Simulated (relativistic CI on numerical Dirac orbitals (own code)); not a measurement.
## Ir2+: N6,7 absorption edge

Computed with this model: Dirac-Coulomb-Breit CI, KLI orbitals optimised for each configuration, a model potential for QED, valence Slater integrals scaled by 0.8, multiplet model of core-to-valence dipole absorption; configurations [Xe] 4f14 5d7 → [Xe] 4f13 5d8; 300 K; Lorentzian 0.3 eV and Gaussian 0.3 eV FWHM. Energies are those of the free ion, without screening or charge transfer. The branching ratio is the share of the lower-energy edge in the whole absorption, uncertain by about 0.02 where the edges overlap. S is read from ⟨S²⟩ = S(S + 1).

Field parameters in Wybourne normalisation: D4h B²₀ = −7Ds, B⁴₀ = 21(Dq − Dt), B⁴₄ = 21√(5/14) Dq; Oh B⁴₀ = 21Dq, B⁴₄ = √(5/14) B⁴₀; Td as Oh with Dq negative (B⁴₀ = 21Dq, B⁴₄ = √(5/14) B⁴₀). The field is a parameter set, without covalency.

free ion: ground-state S = 1.39, centroid 59.42 eV. Peaks (eV, height): 59.0 (100), 61.8 (15).

D4h, 10Dq = 35550, Ds = -170, Dt = -610 cm⁻¹: ground-state S = 0.54, centroid 62.31 eV. Peaks (eV, height): 60.5 (64), 61.3 (100), 63.4 (72), 64.2 (57).

Oh, 10Dq = 15650 cm⁻¹: ground-state S = 0.91, centroid 60.15 eV. Peaks (eV, height): 58.8 (63), 59.6 (100), 61.8 (18), 62.7 (26).

D4h, 10Dq = 25200, Ds = 2910, Dt = 1120 cm⁻¹: ground-state S = 0.62, centroid 60.85 eV. Peaks (eV, height): 59.0 (54), 59.8 (100), 60.7 (40), 62.1 (25), 62.8 (39), 63.8 (13).

Td, 10Dq = -17050 cm⁻¹: ground-state S = 1.46, centroid 60.59 eV. Peaks (eV, height): 59.8 (100), 62.5 (53).

D4h, 10Dq = 10300, Ds = 1380, Dt = -270 cm⁻¹: ground-state S = 1.26, centroid 60.00 eV. Peaks (eV, height): 59.0 (57), 59.6 (100), 62.0 (15), 62.5 (17).

Strongest unbroadened transitions for free ion:

| Energy (eV) | Relative strength |
| --- | --- |
| 58.74 | 7.7 |
| 58.77 | 45.9 |
| 59.06 | 100.0 |
| 59.47 | 27.1 |
| 59.71 | 3.1 |
| 59.73 | 1.9 |
| 60.03 | 1.8 |
| 60.07 | 0.5 |
| 60.09 | 2.0 |
| 60.75 | 3.1 |
| 61.23 | 0.2 |
| 61.31 | 0.2 |
| 61.47 | 1.5 |
| 61.73 | 14.1 |
| 61.95 | 5.8 |
| 62.18 | 1.3 |
| 62.77 | 0.9 |
| 62.92 | 0.5 |
